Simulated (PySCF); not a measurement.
Geometry (Å), atoms numbered from 1 in this order:
```xyz
25

C    -2.967   -0.015    0.693
C    -1.974   -0.330   -0.151
C    -2.234   -1.034   -1.453
Si   -0.203    0.125    0.295
C     0.948   -1.371    0.341
C     2.418   -0.935    0.385
C     2.826   -0.005   -0.758
C     2.117    1.350   -0.764
C     0.602    1.259   -0.984
H    -2.779    0.497    1.642
H    -4.014   -0.260    0.470
H    -1.876   -0.438   -2.310
H    -3.306   -1.234   -1.605
H    -1.698   -1.997   -1.501
H    -0.219    0.801    1.635
H     0.704   -2.025    1.194
H     0.765   -1.969   -0.570
H     2.622   -0.427    1.345
H     3.072   -1.824    0.375
H     2.643   -0.514   -1.723
H     3.914    0.164   -0.707
H     2.320    1.860    0.195
H     2.570    1.988   -1.542
H     0.396    0.844   -1.987
H     0.138    2.260   -0.962
```

Rapidly exchanging positions averaged, gas phase, non-relativistic Hamiltonian, a single conformation. PBE0-D3(BJ)/def2-SVP geometry; GIAO KT2/pcSseg-1 shieldings; PySCF 2.14.0 with density-fitted response routines.

Q: Predict the 2D correlation tables (HSQC, COSY, HMBC).

A: 

HSQC (one-bond C–H):
```csv
δH,δC
5.66 (H11),125.8 (C1)
5.62 (H10),125.8 (C1)
2.12 (H19/H23),29.5 (C6/C8)
1.87 (H12/H13/H14),25.1 (C3)
1.72 (H21),33.4 (C7)
1.45 (H18/H22),29.5 (C6/C8)
1.19 (H20),33.4 (C7)
0.94 (H16/H25),14.2 (C5/C9)
0.75 (H17/H24),14.2 (C5/C9)
```

COSY cross peaks (H two or three bonds apart, from the bond graph; peaks can be absent where the dihedral angle is near 90°):
```csv
δH,δH
5.66 (H11),5.62 (H10)
4.29 (H15),0.94 (H16/H25)
4.29 (H15),0.75 (H17/H24)
2.12 (H19/H23),1.72 (H21)
2.12 (H19/H23),1.45 (H18/H22)
2.12 (H19/H23),1.19 (H20)
2.12 (H19/H23),0.94 (H16/H25)
2.12 (H19/H23),0.75 (H17/H24)
1.72 (H21),1.45 (H18/H22)
1.72 (H21),1.19 (H20)
1.45 (H18/H22),1.19 (H20)
1.45 (H18/H22),0.94 (H16/H25)
1.45 (H18/H22),0.75 (H17/H24)
0.94 (H16/H25),0.75 (H17/H24)
```

HMBC (two and three bonds, from the bond graph):
```csv
δH,δC
5.66 (H11),"143.7 (C2), 25.1 (C3)"
5.62 (H10),"143.7 (C2), 25.1 (C3)"
4.29 (H15),"143.7 (C2), 125.8 (C1), 29.5 (C6/C8), 25.1 (C3), 14.2 (C5/C9)"
2.12 (H19/H23),"33.4 (C7), 29.5 (C6/C8), 14.2 (C5/C9)"
1.87 (H12/H13/H14),"143.7 (C2), 125.8 (C1)"
1.72 (H21),"29.5 (C6/C8), 14.2 (C5/C9)"
1.45 (H18/H22),"33.4 (C7), 29.5 (C6/C8), 14.2 (C5/C9)"
1.19 (H20),"29.5 (C6/C8), 14.2 (C5/C9)"
0.94 (H16/H25),"143.7 (C2), 33.4 (C7), 29.5 (C6/C8), 14.2 (C5/C9)"
0.75 (H17/H24),"143.7 (C2), 33.4 (C7), 29.5 (C6/C8), 14.2 (C5/C9)"
```

Shifts are taken against calculated references (same method and geometry level): TMS for ¹H, ¹³C.

Short H···H contacts in this conformer between protons four or more bonds apart (candidates for NOE cross peaks, intensity ∝ r⁻⁶): H11···H13 2.40 Å, H10···H15 2.58 Å, H12···H24 2.63 Å, H20···H24 2.64 Å, H17···H20 2.64 Å.

Shifts are as computed. Against solution values, carbons near 30 ppm lie about +2 ppm off and those near 130 ppm about -5 ppm. Of 1313 compounds with measured shifts, 239 miss one by over three times the rms of a fit or turn the order of signals round; such compounds aren't used in these exercises.
